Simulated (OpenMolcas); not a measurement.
An OpenMolcas run meant for N3+ (ANO-RCC-VDZP, DKH2; inactive shells 1s; intended active space 2 electrons in 9 orbitals (RAS2 2s 2p; RAS3 3d, at most 2 electrons)). One step of its input:

```
&RASSCF
FileOrb=start.orb
Symmetry=1
Spin=4
nActEl=2 0 2
Inactive=1 0
Ras2=1 3
Ras3=5 0
CIRoot=15 15 1
SDav=18
CIMx=300
Iter=78 100
PrWF=0.3
OrbListing=Nothing
MaxOrb=0
Thrs=2.0e-7 1.0e-1 5.0e-4
Atom
CIOnly
>>> COPY $Project.JobIph JOB001
```

Lines from the output:

```
--- SEWARD ---
Basis set label: N.ANO-RCC...3S2P1D.

      Electronic valence basis set:
      ------------------
      Associated Effective Charge   7.000000 au
      Associated Actual Charge      7.000000 au
      Nuclear Model: Point charge

      Shell  nPrim  nBasis  Cartesian Spherical Contaminant
         s      14       3        X
         p       9       2        X
         d       4       1                 X
                  Relativistic Douglas-Kroll-Hess integrals:
                    - DKH order of Hamiltonian: 2
                    - DKH order of Properties : 0
                  Atomic mean-field integrals
--- RASSCF ---

 Nr of active orbitals     NAC=   9
 Spin degeneracy         ISPIN=   4
 There can be no such wave function.
 ************************************************
--- Stop Module: rasscf at  /rc=_RC_INPUT_ERROR_ ---
.####################.
.# User input error #.
.####################.
```

What is wrong with the input?

The spin multiplicity does not fit the number of active electrons: an even count needs an odd multiplicity and the reverse.
